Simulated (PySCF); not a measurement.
C2H6N (SMILES [CH2]NC), doublet (typed; the unrestricted solution is spin-contaminated), geometry from GFN2-xTB, with bond 6-2 at 1.6 times its length; HF/6-31G (PySCF).

PySCF was given this input:
```python
from pyscf import gto, scf

mol = gto.Mole()
mol.atom = '''
    C     1.20091201   -0.35409013   -0.26035158
    N     0.15514093    0.39416532    0.26496238
    C    -1.19676442   -0.02448973   -0.00558254
    H     1.05672953   -0.73061468   -1.25611142
    H     2.18829747   -0.05352778    0.03476338
    H     0.39562427    0.84276220    1.80250635
    H    -1.48256189   -0.93781616    0.53384176
    H    -1.29621216   -0.21507721   -1.07354631
    H    -1.88256807    0.77481933    0.27599336
'''
mol.basis = '6-31g'
mol.spin = 1
mol.verbose = 4
mol.build()

mf = scf.UHF(mol)
mf.level_shift = 1.0
mf.max_cycle = 100
mf.kernel()
```

Problem. What does PySCF print? Leave out banner, timings and long lists.

Solution. 
```
PySCF version 2.14.0

[INPUT] verbose = 4
[INPUT] num. atoms = 9
[INPUT] num. electrons = 25
[INPUT] charge = 0
[INPUT] spin (= nelec alpha-beta = 2S) = 1
[INPUT] symmetry False subgroup None
[INPUT] Mole.unit = angstrom
[INPUT] Symbol           X                Y                Z      unit          X                Y                Z       unit  Magmom
[INPUT]  1 C      1.200912010000  -0.354090130000  -0.260351580000 AA    2.269394798601  -0.669133369112  -0.491993182298 Bohr   0.0
[INPUT]  2 N      0.155140930000   0.394165320000   0.264962380000 AA    0.293173868410   0.744864502602   0.500706331513 Bohr   0.0
[INPUT]  3 C     -1.196764420000  -0.024489730000  -0.005582540000 AA   -2.261556989424  -0.046278882565  -0.010549471679 Bohr   0.0
[INPUT]  4 H      1.056729530000  -0.730614680000  -1.256111420000 AA    1.996929399440  -1.380661647787  -2.373706565739 Bohr   0.0
[INPUT]  5 H      2.188297470000  -0.053527780000   0.034763380000 AA    4.135282897379  -0.101152844256   0.065693267364 Bohr   0.0
[INPUT]  6 H      0.395624270000   0.842762200000   1.802506350000 AA    0.747621518531   1.592589746136   3.406243339289 Bohr   0.0
[INPUT]  7 H     -1.482561890000  -0.937816160000   0.533841760000 AA   -2.801635934818  -1.772215697591   1.008814720256 Bohr   0.0
[INPUT]  8 H     -1.296212160000  -0.215077210000  -1.073546310000 AA   -2.449485981731  -0.406437022536  -2.028708507937 Bohr   0.0
[INPUT]  9 H     -1.882568070000   0.774819330000   0.275993360000 AA   -3.557538063151   1.464196329719   0.521551862598 Bohr   0.0

nuclear repulsion = 75.9303115709377
number of shells = 27
number of NR pGTOs = 90
number of NR cGTOs = 39
basis = 6-31g
ecp = {}

******** <class 'pyscf.scf.uhf.UHF'> ********
method = UHF
initial guess = minao
damping factor = 0
level_shift factor = 1.0
DIIS = <class 'pyscf.scf.diis.CDIIS'>
diis_start_cycle = 1
diis_space = 8
diis_damp = 0
SCF conv_tol = 1e-09
SCF conv_tol_grad = None
SCF max_cycles = 100
direct_scf = True
direct_scf_tol = 1e-13
number electrons alpha = 13  beta = 12
Set gradient conv threshold to 3.16228e-05
init E= -133.555661706159

cycle= 1 E= -133.312594758971  delta_E= 0.243  |g|= 0.399  |ddm|= 1.86
cycle= 2 E= -133.40404254899  delta_E= -0.0914  |g|= 0.156  |ddm|= 0.277
cycle= 3 E= -133.421136274635  delta_E= -0.0171  |g|= 0.0899  |ddm|= 0.144
cycle= 4 E= -133.42913432947  delta_E= -0.008  |g|= 0.0605  |ddm|= 0.0968
cycle= 5 E= -133.434272124357  delta_E= -0.00514  |g|= 0.0497  |ddm|= 0.0725
cycle= 6 E= -133.439057022987  delta_E= -0.00478  |g|= 0.0445  |ddm|= 0.0683
cycle= 7 E= -133.445430159018  delta_E= -0.00637  |g|= 0.04  |ddm|= 0.0935
cycle= 8 E= -133.449639344326  delta_E= -0.00421  |g|= 0.036  |ddm|= 0.0696
cycle= 9 E= -133.455150995455  delta_E= -0.00551  |g|= 0.0299  |ddm|= 0.112
cycle= 10 E= -133.457678177412  delta_E= -0.00253  |g|= 0.0232  |ddm|= 0.0706
cycle= 11 E= -133.459032032056  delta_E= -0.00135  |g|= 0.0175  |ddm|= 0.0523
cycle= 12 E= -133.459725987808  delta_E= -0.000694  |g|= 0.0123  |ddm|= 0.0374
cycle= 13 E= -133.46003029688  delta_E= -0.000304  |g|= 0.00834  |ddm|= 0.0237
cycle= 14 E= -133.460176192467  delta_E= -0.000146  |g|= 0.00564  |ddm|= 0.0175
cycle= 15 E= -133.460228922859  delta_E= -5.27e-05  |g|= 0.00372  |ddm|= 0.00956
cycle= 16 E= -133.460256249419  delta_E= -2.73e-05  |g|= 0.00255  |ddm|= 0.00737
cycle= 17 E= -133.460269267513  delta_E= -1.3e-05  |g|= 0.00182  |ddm|= 0.00522
cycle= 18 E= -133.460275861578  delta_E= -6.59e-06  |g|= 0.00137  |ddm|= 0.00372
cycle= 19 E= -133.460280224887  delta_E= -4.36e-06  |g|= 0.0011  |ddm|= 0.00319
cycle= 20 E= -133.460283607069  delta_E= -3.38e-06  |g|= 0.000943  |ddm|= 0.00298
cycle= 21 E= -133.460286146323  delta_E= -2.54e-06  |g|= 0.000844  |ddm|= 0.00259
cycle= 22 E= -133.460289398458  delta_E= -3.25e-06  |g|= 0.000815  |ddm|= 0.004
cycle= 23 E= -133.460291198233  delta_E= -1.8e-06  |g|= 0.000708  |ddm|= 0.00255
cycle= 24 E= -133.460293138784  delta_E= -1.94e-06  |g|= 0.000668  |ddm|= 0.00339
cycle= 25 E= -133.460294620291  delta_E= -1.48e-06  |g|= 0.000626  |ddm|= 0.00325
cycle= 26 E= -133.460295575286  delta_E= -9.55e-07  |g|= 0.000545  |ddm|= 0.00256
cycle= 27 E= -133.460296250852  delta_E= -6.76e-07  |g|= 0.000474  |ddm|= 0.0023
cycle= 28 E= -133.460296682535  delta_E= -4.32e-07  |g|= 0.0004  |ddm|= 0.00189
cycle= 29 E= -133.460296947302  delta_E= -2.65e-07  |g|= 0.000313  |ddm|= 0.0014
cycle= 30 E= -133.46029710002  delta_E= -1.53e-07  |g|= 0.000241  |ddm|= 0.00102
cycle= 31 E= -133.460297195545  delta_E= -9.55e-08  |g|= 0.000184  |ddm|= 0.000836
cycle= 32 E= -133.460297249004  delta_E= -5.35e-08  |g|= 0.000143  |ddm|= 0.000643
cycle= 33 E= -133.460297279073  delta_E= -3.01e-08  |g|= 0.000113  |ddm|= 0.000513
cycle= 34 E= -133.460297295567  delta_E= -1.65e-08  |g|= 8.3e-05  |ddm|= 0.000354
cycle= 35 E= -133.460297303872  delta_E= -8.31e-09  |g|= 5.68e-05  |ddm|= 0.000215
cycle= 36 E= -133.460297307772  delta_E= -3.9e-09  |g|= 3.77e-05  |ddm|= 0.000136
cycle= 37 E= -133.460297309691  delta_E= -1.92e-09  |g|= 2.74e-05  |ddm|= 0.00011
cycle= 38 E= -133.460297310705  delta_E= -1.01e-09  |g|= 2.08e-05  |ddm|= 8.68e-05
cycle= 39 E= -133.460297311235  delta_E= -5.29e-10  |g|= 1.55e-05  |ddm|= 6.47e-05
Extra cycle  E= -133.460297311643  delta_E= -4.09e-10  |g|= 6.18e-06  |ddm|= 5.7e-05
converged SCF energy = -133.460297311643  <S^2> = 1.214446  2S+1 = 2.420286
```
